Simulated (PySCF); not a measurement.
Radial density of Ni (nickel, neutral)

UHF, [Ar] 3d8 4s1 5s1, high-spin 5F determinant (an excited configuration). Computed with PySCF 2.14 in aug-cc-pVTZ with one added diffuse shell each of s, p, d, f, g type (9s8p6d4f3g, 118 functions), with no relativity, point nucleus.

```
r (bohr)  4πr²ρ (e/bohr)  4πr²(ρα − ρβ)
0.000960          0.1638         0.0001
 0.00161          0.4467         0.0002
 0.00271           1.189         0.0005
 0.00457           3.031         0.0012
 0.00768           7.206         0.0029
  0.0129           15.23         0.0060
  0.0217           26.46         0.0096
  0.0365           33.67         0.0093
  0.0615           29.19         0.0040
   0.103           28.57         0.0329
   0.174           38.29         0.1978
   0.293           22.56         0.7916
   0.492           17.98         1.9722
   0.828           17.06         1.8414
    1.39           4.477         0.8595
    2.34          0.8813         0.5513
    3.94          0.1597         0.1522
    6.63          0.1482         0.1482
    11.1         0.07347         0.0735
    18.7        0.001784         0.0018
```

The outer electron is Rydberg-like, and this basis confines it to a smaller radius and binds it less than a complete one would.
